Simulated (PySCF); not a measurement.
S₄, SMILES S=[S][S]=S (connectivity only; charge and spin as stated), neutral, multiplicity 1.

The structure is a stationary point at ωB97X-D3(BJ)/def2-SVP. Other conformers were not sampled.

All values below come from TDA-PBE/def2-SVPD (PySCF).

Vertical excitations. Gas-phase values at a fixed geometry. State labels are in the subgroup C2v.

Computed excitation energies, oscillator strengths and character:
| state | symmetry | energy (eV) | λ (nm) | f | main pairs |
|---|---|---|---|---|---|
| S1 | B1 | 1.94 | 639 | 0.000 | HOMO−1→LUMO 100 % |
| S2 | A2 | 2.21 | 561 | 0.000 | HOMO−2→LUMO 100 % |
| S3 | B2 | 3.13 | 396 | 0.089 | HOMO→LUMO 71 %, HOMO−2→LUMO+2 26 % |
| S4 | B1 | 4.01 | 309 | 0.004 | HOMO→LUMO+1 100 % |
| S5 | A2 | 4.08 | 304 | 0.000 | HOMO→LUMO+2 100 % |
| S6 | A1 | 4.23 | 293 | 0.004 | HOMO−3→LUMO 54 %, HOMO−1→LUMO+2 45 % |
| S7 | B2 | 4.42 | 280 | 0.001 | HOMO−1→LUMO+1 99 % |
| S8 | A1 | 4.67 | 265 | 0.006 | HOMO−2→LUMO+1 99 % |
| S9 | B1 | 4.93 | 251 | 0.000 | HOMO−4→LUMO 98 % |
| S10 | A1 | 5.90 | 210 | 0.078 | HOMO−1→LUMO+2 38 %, HOMO−3→LUMO 28 %, HOMO−1→LUMO+3 19 % |
| T1 | B2 | 0.91 | 1369 | 0 | HOMO→LUMO 100 % |
| T2 | B1 | 1.57 | 789 | 0 | HOMO−1→LUMO 100 % |
| T3 | A2 | 1.81 | 683 | 0 | HOMO−2→LUMO 99 % |
| T4 | A1 | 3.19 | 389 | 0 | HOMO−3→LUMO 98 % |
Triplets are in the Tamm–Dancoff approximation.
